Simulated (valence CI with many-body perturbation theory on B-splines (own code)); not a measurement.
Ce⁷⁺: E2, M1 decay

Level of theory: relativistic CI+MBPT: five valence electrons over a frozen Dirac-Fock core [Kr] 4d10, radial functions for each j: 7 s, 7 p, 7 d, 7 f, 4 g, 2 h, with the one-electron correlation potential Σ1 (screened to all orders), the two-electron term Σ2, the three-electron term Σ3, Breit, model QED; selected single and double excitations, second order for the rest, scaled by the run's own slope (own B-spline code, finite nucleus).

No measured levels were compared; by estimate levels hold to about 250 cm⁻¹ or 0.2 % of their energy and the worst to 1 %, as in measured heavy ions of charge 2 to 7; those with d or f electrons hold less well. Core correlation moves these levels by up to 45000 cm⁻¹, and in measured spectra 5 to 20 % of such shifts remained as error; rates that hang on mixing are uncertain with them. Among the levels kept, up to 1100 cm⁻¹ of a level comes from second order outside the variational space, and about a tenth of that is noise between levels of different J, which matters for small intervals.

Lines 1 to 50 of 120 in falling wavelength, among levels below 24.231 eV, chosen from the decays that carry over 1 % of a level's rate. Wavelengths and rates use the calculated energies, so an error of 200 cm⁻¹ moves a line at 24810 Å by 5 % and its rate by three times that or more. Electric multipoles are in the length gauge, E1 and E2 with the static RPA response of the core. S is in atomic units (e²a₀⁴ for E2 and M2, e²a₀⁶ for E3), for M1 in squared Bohr magnetons. Weak lines are less certain than strong ones. Lines between different terms over intervals too small for the method are left out, as are lines whose strength nearly cancels.

Levels are named by their leading jj configuration (3d3/2^4 stands for four electrons in 3d with j = 3/2), which in mixed levels can hold well under half, so a name can repeat and another be missing. Letters in brackets count levels of one name in rising energy.

```tsv
λ vac (Å)	Upper	Lower	Type	A (s⁻¹)	S (a.u.)
26630	(4f7/2 5s^2 5p1/2 5p3/2) J=9/2 [a]	(4f5/2 5s^2 5p1/2 5p3/2) J=7/2 [a]	M1	1.10e+00	7.70e+00
24810	(4f7/2 5s^2 5p1/2^2) J=7/2	(4f5/2 5s^2 5p1/2^2) J=5/2	M1	1.17e+00	5.29e+00
16510	(4f5/2 5s^2 5p1/2 5p3/2) J=3/2 [b]	(4f7/2 5s^2 5p1/2 5p3/2) J=5/2 [a]	M1	3.67e+00	2.45e+00
13660	(4f7/2 5s^2 5p1/2 5p3/2) J=11/2	(4f7/2 5s^2 5p1/2 5p3/2) J=9/2 [a]	M1	8.00e+00	9.08e+00
13300	(5s^2 5p1/2 5p3/2^2) J=5/2	(5s^2 5p1/2 5p3/2^2) J=3/2	M1	2.85e+00	1.49e+00
13160	(4f5/2 5s^2 5p1/2 5p3/2) J=1/2	(4f5/2 5s^2 5p1/2 5p3/2) J=3/2 [a]	M1	8.71e+00	1.47e+00
13010	(4f7/2 5s^2 5p1/2 5p3/2) J=9/2 [b]	(4f5/2 5s^2 5p1/2 5p3/2) J=7/2 [a]	M1	2.15e+00	1.76e+00
11450	(4f7/2 5s^2 5p1/2 5p3/2) J=3/2	(4f5/2 5s^2 5p1/2 5p3/2) J=5/2 [b]	M1	4.90e+00	1.09e+00
9675	(4f7/2 5s^2 5p1/2 5p3/2) J=9/2 [c]	(4f7/2 5s^2 5p1/2 5p3/2) J=9/2 [b]	M1	2.95e+00	9.89e-01
9369	(4f7/2 5s^2 5p1/2 5p3/2) J=5/2 [b]	(4f5/2 5s^2 5p1/2 5p3/2) J=3/2 [b]	M1	3.18e+00	5.82e-01
8667	(4f7/2 5s^2 5p1/2 5p3/2) J=7/2 [b]	(4f5/2 5s^2 5p1/2 5p3/2) J=5/2 [a]	M1	1.95e+00	3.76e-01
8591	(4f7/2 5s^2 5p1/2 5p3/2) J=5/2 [b]	(4f5/2 5s^2 5p1/2 5p3/2) J=5/2 [b]	M1	2.75e+00	3.88e-01
7233	(4f7/2 5s^2 5p1/2 5p3/2) J=3/2	(4f7/2 5s^2 5p1/2 5p3/2) J=5/2 [a]	M1	1.04e+01	5.82e-01
6729	(4f7/2 5s^2 5p1/2 5p3/2) J=9/2 [c]	(4f7/2 5s^2 5p1/2 5p3/2) J=7/2 [a]	M1	1.25e+00	1.41e-01
6620	(4f7/2 5s^2 5p1/2 5p3/2) J=3/2	(4f5/2 5s^2 5p1/2 5p3/2) J=3/2 [a]	M1	5.53e+00	2.38e-01
6554	(4f5/2 5s^2 5p1/2 5p3/2) J=7/2 [a]	(4f7/2 5s^2 5p1/2^2) J=7/2	M1	4.46e+00	3.72e-01
5977	(4f7/2 5s^2 5p1/2 5p3/2) J=5/2 [b]	(4f7/2 5s^2 5p1/2 5p3/2) J=5/2 [a]	M1	2.36e+00	1.12e-01
5552	(4f7/2 5s^2 5p1/2 5p3/2) J=5/2 [b]	(4f5/2 5s^2 5p1/2 5p3/2) J=3/2 [a]	M1	8.85e+00	3.37e-01
5429	(4f7/2 5s^2 5p1/2 5p3/2) J=7/2 [a]	(4f7/2 5s^2 5p1/2^2) J=7/2	M1	8.44e+01	4.00e+00
5260	(4f7/2 5s^2 5p1/2 5p3/2) J=9/2 [a]	(4f7/2 5s^2 5p1/2^2) J=7/2	M1	1.02e+02	5.51e+00
5184	(4f5/2 5s^2 5p1/2 5p3/2) J=7/2 [a]	(4f5/2 5s^2 5p1/2^2) J=5/2	M1	6.87e+01	2.84e+00
5093	(4f5/2 5s^2 5p1/2 5p3/2) J=5/2 [a]	(4f5/2 5s^2 5p1/2^2) J=5/2	M1	1.19e+02	3.48e+00
5079	(4f7/2 5s^2 5p1/2 5p3/2) J=3/2	(4f5/2 5s^2 5p1/2 5p3/2) J=5/2 [a]	M1	6.40e+00	1.24e-01
4866	(5s^2 5p3/2^3) J=3/2	(5s^2 5p1/2 5p3/2^2) J=1/2	M1	5.18e+01	8.84e-01
4658	(4f7/2 5s^2 5p1/2 5p3/2) J=5/2 [a]	(4f7/2 5s^2 5p1/2^2) J=7/2	M1	8.54e+01	1.92e+00
4483	(4f5/2 5s^2 5p3/2^2) J=5/2 [a]	(4f5/2 5s^2 5p1/2 5p3/2) J=3/2 [b]	M1	4.13e+01	8.28e-01
4454	(4f7/2 5s^2 5p1/2 5p3/2) J=7/2 [a]	(4f5/2 5s^2 5p1/2^2) J=5/2	M1	4.47e+00	1.17e-01
4407	(4f5/2 5s^2 5p3/2^2) J=5/2 [a]	(4f7/2 5s^2 5p1/2 5p3/2) J=7/2 [b]	M1	8.09e+00	1.54e-01
4383	(5s^2 5p1/2 5p3/2^2) J=1/2	(5s^2 5p1/2 5p3/2^2) J=3/2	M1	1.57e+01	9.83e-02
4383	(5s^2 5p1/2 5p3/2^2) J=3/2	(5s^2 5p1/2^2 5p3/2) J=3/2	M1	2.34e+02	2.92e+00
4358	(4f7/2 5s^2 5p1/2 5p3/2) J=9/2 [b]	(4f7/2 5s^2 5p1/2^2) J=7/2	M1	3.32e+01	1.02e+00
4297	(4f5/2 5s^2 5p3/2^2) J=5/2 [a]	(4f5/2 5s^2 5p1/2 5p3/2) J=5/2 [b]	M1	1.96e+01	3.46e-01
4244	(4f5/2 5s^2 5p3/2^2) J=7/2	(4f5/2 5s^2 5p1/2 5p3/2) J=5/2 [b]	M1	3.77e+01	8.55e-01
4129	(4f5/2 5s^2 5p1/2 5p3/2) J=3/2 [a]	(4f5/2 5s^2 5p1/2^2) J=5/2	M1	1.55e+02	1.62e+00
3921	(4f7/2 5s^2 5p1/2 5p3/2) J=5/2 [a]	(4f5/2 5s^2 5p1/2^2) J=5/2	M1	3.30e+00	4.42e-02
3798	(4f7/2 5s^2 5p1/2 5p3/2) J=11/2	(4f7/2 5s^2 5p1/2^2) J=7/2	E2	9.37e-01	7.93e+00
3765	(4f5/2 5s^2 5p1/2 5p3/2) J=5/2 [b]	(4f7/2 5s^2 5p1/2^2) J=7/2	M1	3.76e+00	4.46e-02
3707	(4f7/2 5s^2 5p1/2 5p3/2) J=9/2 [b]	(4f5/2 5s^2 5p1/2^2) J=5/2	E2	4.25e-01	2.66e+00
3684	(4f7/2 5s^2 5p1/2 5p3/2) J=7/2 [b]	(4f7/2 5s^2 5p1/2^2) J=7/2	M1	2.01e+01	2.99e-01
3684	(4f7/2 5s^2 5p1/2 5p3/2) J=7/2 [b]	(4f7/2 5s^2 5p1/2^2) J=7/2	E2	1.05e+00	5.08e+00
3297	(5s^2 5p1/2 5p3/2^2) J=5/2	(5s^2 5p1/2^2 5p3/2) J=3/2	M1	4.05e+01	3.23e-01
3297	(5s^2 5p1/2 5p3/2^2) J=5/2	(5s^2 5p1/2^2 5p3/2) J=3/2	E2	1.95e+00	4.06e+00
3208	(4f7/2 5s^2 5p1/2 5p3/2) J=7/2 [b]	(4f5/2 5s^2 5p1/2^2) J=5/2	M1	1.00e+01	9.80e-02
3183	(4f5/2 5s^2 5p3/2^2) J=5/2 [a]	(4f7/2 5s^2 5p1/2 5p3/2) J=7/2 [a]	M1	1.35e+01	9.69e-02
3154	(4f5/2 5s^2 5p3/2^2) J=7/2	(4f7/2 5s^2 5p1/2 5p3/2) J=7/2 [a]	M1	2.05e+02	1.90e+00
3037	(4f5/2 5s^2 5p1/2 5p3/2) J=7/2 [b]	(4f7/2 5s^2 5p1/2^2) J=7/2	M1	2.04e+01	1.69e-01
3005	(4f7/2 5s^2 5p1/2 5p3/2) J=9/2 [c]	(4f7/2 5s^2 5p1/2^2) J=7/2	M1	4.16e+00	4.18e-02
3005	(4f7/2 5s^2 5p1/2 5p3/2) J=9/2 [c]	(4f7/2 5s^2 5p1/2^2) J=7/2	E2	1.61e+00	3.51e+00
2921	(4f5/2 5s^2 5p3/2^2) J=5/2 [a]	(4f5/2 5s^2 5p1/2 5p3/2) J=5/2 [a]	M1	2.86e+02	1.59e+00
2897	(4f5/2 5s^2 5p3/2^2) J=7/2	(4f5/2 5s^2 5p1/2 5p3/2) J=5/2 [a]	M1	1.12e+02	8.11e-01
```
